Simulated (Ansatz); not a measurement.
C$_{2}$H$_{6}$BCl$_{2}$N (`CN(C)B(Cl)Cl`). Charge 0, multiplicity 1. All single points use the PBE0-D4/def2-TZVP geometry. It is one conformer, not always the lowest.

```xyz
12

C     1.177   -0.571    0.414
N    -0.015    0.035   -0.139
C    -1.038    0.252    0.861
B    -0.161    0.370   -1.478
Cl   -1.645    1.109   -2.096
Cl    1.126    0.080   -2.656
H     1.600    0.069    1.195
H     0.936   -1.539    0.865
H     1.926   -0.722   -0.359
H    -0.661    0.908    1.653
H    -1.326   -0.700    1.321
H    -1.919    0.708    0.419
```

(1) What is the dipole moment at B3LYP/def2-TZVPP? (Estimate.)

(2) And with PBE, r2SCAN, ωB97M-V? (An estimate is asked.)

(3) Give the Mulliken charges with B3LYP, r2SCAN, ωB97M-V in def2-TZVPP. (An estimate is asked.)

## Answers

(1) Ansatz gave: 3.06 D, with components (0.32, -0.74, 2.95) D in this frame, pointing from negative to positive charge.

(2) The calculation gave: PBE 3.05 D, r2SCAN 3.11 D, ωB97M-V 3.02 D.

(3) Ansatz gave: 
| atom | B3LYP | r2SCAN | ωB97M-V |
| --- | --- | --- | --- |
| C1 | -0.17 | -0.06 | -0.23 |
| N2 | -0.07 | -0.05 | -0.07 |
| C3 | -0.17 | -0.06 | -0.23 |
| B4 | 0.19 | 0.18 | 0.11 |
| Cl5 | -0.18 | -0.18 | -0.15 |
| Cl6 | -0.18 | -0.18 | -0.15 |
| H7 | 0.10 | 0.06 | 0.12 |
| H8 | 0.10 | 0.06 | 0.12 |
| H9 | 0.10 | 0.07 | 0.11 |
| H10 | 0.10 | 0.06 | 0.12 |
| H11 | 0.10 | 0.06 | 0.12 |
| H12 | 0.10 | 0.07 | 0.11 |

B3LYP here is the variant with VWN-RPA as its local correlation; programs differ in this.
